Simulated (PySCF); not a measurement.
Magnetic susceptibility: `C/N=C\c1ccc(O)o1`, C$_{6}$H$_{7}$NO$_{2}$

Geometry:
| atom | x (Å) | y (Å) | z (Å) |
| --- | --- | --- | --- |
| C1 | -2.645 | 0.040 | -0.720 |
| N2 | -2.353 | -0.099 | 0.676 |
| C3 | -1.169 | -0.130 | 1.121 |
| C4 | 0.101 | -0.044 | 0.442 |
| C5 | 0.515 | 0.096 | -0.863 |
| C6 | 1.925 | 0.114 | -0.858 |
| C7 | 2.287 | -0.016 | 0.453 |
| O8 | 3.503 | -0.058 | 1.008 |
| O9 | 1.216 | -0.112 | 1.247 |
| H10 | -3.730 | 0.038 | -0.828 |
| H11 | -2.249 | 0.976 | -1.123 |
| H12 | -2.228 | -0.787 | -1.303 |
| H13 | -1.076 | -0.239 | 2.198 |
| H14 | -0.102 | 0.177 | -1.733 |
| H15 | 2.584 | 0.209 | -1.695 |
| H16 | 3.413 | -0.157 | 1.965 |

Computed, not measured: GIAO PBE0/pcSseg-1 magnetisability, rotational g tensor and spin-rotation constants, non-relativistic, gas phase in PySCF. Geometry: GFN2-xTB.

(1) What are the magnetisability and the molar susceptibility?

(2) Split it along the inertial axes a, b, c into diamagnetic and paramagnetic parts about the centre of mass, with the quadrupole moment.

(3) And the rotational g tensor?

Results:

(1) Isotropic -1167 × 10⁻³⁰ J/T², or -70.3 × 10⁻⁶ cm³/mol; principal values -1618, -960, -923 × 10⁻³⁰ J/T², anisotropy 677 × 10⁻³⁰ J/T² (root of half the summed squared differences of the principal values). The susceptibility is in cgs units.

(2) 
| axis | χ (10⁻⁶ cm³/mol) | diamagnetic (10⁻⁶ cm³/mol) | paramagnetic (10⁻⁶ cm³/mol) | summed x² of all electrons (Å²) | quadrupole Θ (D Å) |
| --- | --- | --- | --- | --- | --- |
| a | -56.6 | -336.0 | 279.4 | 304.2 | -4.70 |
| b | -56.9 | -1346.0 | 1289.1 | 66.2 | +8.05 |
| c | -97.4 | -1571.4 | 1474.0 | 13.0 | -3.35 |

Anisotropies 2χaa − χbb − χcc = +41.2 and 2χbb − χaa − χcc = +40.3 × 10⁻⁶ cm³/mol. Θ is traceless in Buckingham's convention.

(3) 
```tsv
axis	rotational constant (GHz)	g	nuclear part	electronic part
a	5.2705	-0.0841	0.6079	-0.6919
b	0.9401	-0.0182	0.5512	-0.5693
c	0.8018	+0.0023	0.5575	-0.5552
```
Asymmetric top; isotopes 12C, 1H, 14N, 16O; no vibrational averaging.
